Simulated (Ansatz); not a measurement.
Molecule: NO₂, charge 0, multiplicity 2. SMILES: [O][N][O]
Geometry: optimised at B3LYP-D3(BJ)/def2-TZVP (Ansatz, a quantum-chemistry and plane-wave program).

Property: enthalpy of formation at 298 K, in kcal/mol. Set-up: 6-311+G** with 5d; open shells spin-unrestricted; no dispersion term unless named; LANL2DZ all-electron up to Ne; frozen cores in correlated levels; non-relativistic; six Cartesian d functions in 6-31G* and its kin unless marked 5d; spin-orbit terms left out. First-principles rows: single points at B3LYP-D3(BJ) geometries (Ansatz), with unscaled harmonic terms from B3LYP/6-31G* (Ansatz) at its own minima, enthalpies of formation by atomisation with measured atoms. A UHF reference is markedly spin-contaminated in at least one set, which strains HF and MP2.

```tsv
level	program	enthalpy of formation at 298 K (kcal/mol)
HF/STO-3G	Ansatz	262.3
HF/LANL2DZ	Ansatz	264.6
HF/6-31G*	Ansatz	188.0
SVWN5/6-31G*	Ansatz	-86.1
PBE/6-31G*	Ansatz	-32.9
PBE/6-311+G**	Ansatz	-28.2
B3LYP/6-31G	Ansatz	57.7
B3LYP/6-31G*	Ansatz	5.7
B3LYP/6-31+G*	Ansatz	9.1
B3LYP/def2-SVP	Ansatz	-2.9
B3LYP/cc-pVDZ	Ansatz	5.5
MP2/3-21G	Ansatz	119.2
MP2/LANL2DZ	Ansatz	124.3
MP2/6-311+G**	Ansatz	18.6
PBE0/def2-TZVPD	Ansatz	1.7
wB97X-V/def2-TZVPD	Ansatz	2.0
B2PLYP-D3(BJ)/def2-TZVPD	Ansatz + dftd3	4.1
```

No value to compare with is used here. The 14 habitual levels span -86.1 (SVWN5/6-31G*) to 264.6 kcal/mol (HF/LANL2DZ); B2PLYP-D3(BJ)/def2-TZVPD gives 4.1.

The levels are drawn from those run, B3LYP/6-31G* more often than the rest, none by its result; left out are runs that failed, that the program found above a lower state of the same kind, or whose <S^2> lies over 0.5 above the pure value.
